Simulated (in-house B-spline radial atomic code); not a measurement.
Values are calculated unless marked as measured or tabulated.
# Ar ion on Si atom: potential, deflection and energy transfer

The pair potential comes from two frozen, spherical free-atom densities (PBE, B-spline radial code, scalar-relativistic past argon): electrostatics plus the change in Thomas-Fermi kinetic and Dirac exchange energy where they overlap, the recipe behind the universal ZBL potential, which averages such potentials (from solid-state densities) over many pairs. It is written V = (Z1 Z2 e²/r) φ(r/a), with e² = 14.3996 eV·Å and a = 0.46850 Å/(Z1^0.23 + Z2^0.23); ZBL's fit is φ = 0.18175 e^(−3.1998x) + 0.50986 e^(−0.94229x) + 0.28022 e^(−0.4029x) + 0.02817 e^(−0.20162x). Where φ falls below 4e-4 it is continued as an exponential.

Masses 39.95 and 28.09 u.

| x = r/a | φ, this pair | φ, ZBL |
| --- | --- | --- |
| 0.1 | 0.9015 | 0.8928 |
| 0.5 | 0.6374 | 0.6096 |
| 1.5 | 0.3235 | 0.2995 |
| 3 | 0.1442 | 0.1292 |
| 5 | 0.05954 | 0.05224 |
| 8 | 0.02006 | 0.01705 |
| 12 | 0.004668 | 0.00474 |
| 17 | 0.001145 | 0.001212 |

(1) At x = 3 the electrostatic, kinetic and exchange parts are 528.62, 957.32 and -79.41 eV. Find r, V and φ.

(2) The ion comes in at 70.9 keV with impact parameter 0.2480 Å. The scattering integral gives a centre-of-mass angle of 10.58° and a closest approach of 2.116 a. What are the reduced energy, the energy passed on and the laboratory angles?

Results:

(1) a = 0.46850/(1.9441 + 1.8349) = 0.12398 Å, so r = 0.37193 Å. V = 528.62 + 957.32 + (-79.41) = 1406.53 eV. The bare repulsion is 18 × 14 × 14.3996/0.37193 = 9756.5 eV, so φ = 0.1442, +11.5 % against ZBL's 0.1292. The kinetic (Pauli) term is 68 % of V here.

(2) ε = E a M2/(Z1 Z2 e² (M1 + M2)) = 70900 × 1.4105e-05 = 1. The most that one collision can pass on is γE with γ = 4 M1 M2/(M1 + M2)² = 0.9696. Here T = γE sin²(θ/2) = 0.9696 × 70900 × 0.008494 = 583.9 eV. The ion turns by arctan(sin θ/(cos θ + M1/M2)) = 4.4°, and the struck atom leaves at (180° − θ)/2 = 84.7°. The closest approach is 0.262 Å. With ZBL the angle would be 9.88° and T = 509.6 eV.
